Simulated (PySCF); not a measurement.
## SrBr: script and output

File input.py (PySCF 2.14):

```python
from pyscf import gto, dft, tdscf

mol = gto.M(
    atom='Sr 0 0 0; Br 0 0 2.627',
    basis='sbkjc',
    ecp={'Sr': 'sbkjc', 'Br': 'sbkjc'},
    charge=0,
    spin=1,
    verbose=3,
)
mf = dft.UKS(mol, xc='b3pw91')
mf.kernel()
td = tdscf.TDA(mf)
td.nstates = 6
td.kernel()
td.analyze(verbose=3)
mf.dip_moment()
print('orbital energies (hartree):', [e[max(0, n-3):n+3].round(4) for e, n in zip(mf.mo_energy, mol.nelec)])
```

```bash
$ OMP_NUM_THREADS=1 python input.py
```

It prints (some set-up lines and the per-cycle HOMO/LUMO lines with their warnings removed):

```
converged SCF energy = -14.0498653221714  <S^2> = 0.75028118  2S+1 = 2.0002812
Excitation energies (eV)
[2.70433236 2.70433236 3.31140032 3.31140032 3.38383709 3.81957344]

** Excitation energies and oscillator strengths **
Excited State   1:      2.70433 eV    458.47 nm  f=0.4576
Excited State   2:      2.70433 eV    458.47 nm  f=0.4576
Excited State   3:      3.31140 eV    374.42 nm  f=0.0345
Excited State   4:      3.31140 eV    374.42 nm  f=0.0345
Excited State   5:      3.38384 eV    366.40 nm  f=0.3368
Excited State   6:      3.81957 eV    324.60 nm  f=0.2050
Dipole moment(X, Y, Z, Debye): -0.00000,  0.00000, -6.73274
orbital energies (hartree): [array([-0.253 , -0.253 , -0.1675, -0.0449, -0.0449, -0.0176]), array([-0.2665, -0.2523, -0.2523, -0.0998, -0.0206, -0.0206])]
```

In short: E(SCF) = -14.049865 Eh, ⟨S²⟩ = 0.750, μz(SCF) = -6.73 D, first excitations without spin–orbit coupling 2.70, 2.70, 3.31, 3.31, 3.38 eV.

Hardware: Intel Xeon 6975P-C, 1 thread, shared host. Wall time 3.5 s, peak memory 0.19 GiB.

The bond length is a typed value, not an optimised one. No search for the lowest solution was made.
